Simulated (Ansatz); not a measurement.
`C#CCOC=C` + `[NH2][SnH3]` → `C#C[NH][SnH3]` + `C=COC`  (substitution at a C–C bond)

Isolated molecules relaxed with PBE0-D4/def2-TZVP in Ansatz; ΔE leaves out vibrations. CBS: MP2 limit from def2 TZ/QZ plus the TZ coupled-cluster correction, frozen cores. DFT in def2-TZVPP. HSE06 is defined as in plane-wave codes. def2 core potentials past Kr. For Sn outer-core shells are correlated without core-valence functions, which leaves a few kJ/mol of doubt a bond. One conformer a species, not always the lowest.

```tsv
level	ΔE (kcal/mol)
LDA (SPW92)	-0.3
r2SCAN-D4	1.1
B97M-V	2.2
BHLYP-D4	0.7
PBE0	1.0
HSE06	0.9
BHLYP	1.2
CCSD(T)/def2-TZVPP	3.7
```

Problem. What does CCSD(T)/CBS give? (An estimate is asked.)

Solution. The calculation gave: +3.8 kcal/mol. The listed levels differ from it by -4.1, -2.7, -1.6, -3.1, -2.8, -2.9, -2.6, -0.1 kcal/mol.

Largest T1 diagnostic among the species: 0.014.

Leaving LDA and LC-ωPBE aside and taking each functional with its dispersion term where it has one, the values, not all of them listed here, spread over 1.7 kcal/mol, from PBE-D4 to ωB97M-V. LDA lies −1.2 kcal/mol from PBE without D4. In def2-TZVPP, CCSD(T) changes the Hartree–Fock value by +2.2 kcal/mol (the triples alone add +0.1 kcal/mol) and MP2 by +2.0 kcal/mol. At CCSD(T), def2-SVP lies −2.7 kcal/mol from the extrapolated value and def2-TZVPP −0.0 kcal/mol.
